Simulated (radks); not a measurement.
Problem. The bromine anion Br-, [Kr], held by a Watson sphere: a shell of charge +0.88 at radius R that stands for the Madelung well of a crystal (potential energy -0.88/R inside, -0.88/r outside, in hartree with lengths in bohr). Calculated with a radial shooting solver on a logarithmic mesh with Libxc functionals: scalar-relativistic Kohn-Sham, PBE, spin-polarised, spherical densities, finite nucleus; Fermi nuclear charge, rms radius of each element as measured or else 0.836 A^(1/3) + 0.57 fm. Response by self-consistent Sternheimer equations with the Hartree and adiabatic LDA kernel, the relativistic mass of each level held fixed and spin-orbit coupling left out. The sphere does not respond.

| R (bohr) | e(3d) (eV) | e(4s) (eV) | e(4p) (eV) | <r> 4p (bohr) | sum of <r^2> (bohr^2) | X-ray form factor at sin(theta)/lambda = 0.3 1/angstrom | alpha (bohr^3) |
|---|---|---|---|---|---|---|---|
| 2.42 | -64.357 | -18.899 | -7.045 | 2.164 | 47.44 | 23.789 | 27.65 |
| 2.5 | -64.298 | -18.786 | -6.958 | 2.172 | 47.74 | 23.789 | 28.29 |
| 2.51 | -64.290 | -18.772 | -6.947 | 2.173 | 47.78 | 23.789 | 28.37 |
| 2.62 | -64.208 | -18.620 | -6.825 | 2.185 | 48.19 | 23.789 | 29.27 |
| 3.04 | -63.878 | -18.076 | -6.347 | 2.222 | 49.59 | 23.794 | 32.87 |
| 3.27 | -63.685 | -17.800 | -6.087 | 2.239 | 50.25 | 23.798 | 34.89 |
| 4.93 | -62.329 | -16.215 | -4.505 | 2.305 | 53.18 | 23.811 | 47.99 |
| 4.96 | -62.307 | -16.192 | -4.482 | 2.306 | 53.21 | 23.811 | 48.18 |

Estimate the row for R = 4.78 bohr.

Solution. e(3d) (eV) -62.439; e(4s) (eV) -16.332; e(4p) (eV) -4.623; <r> 4p (bohr) 2.302; sum of <r^2> (bohr^2) 53.02; X-ray form factor at sin(theta)/lambda = 0.3 1/angstrom 23.810; alpha (bohr^3) 46.98.
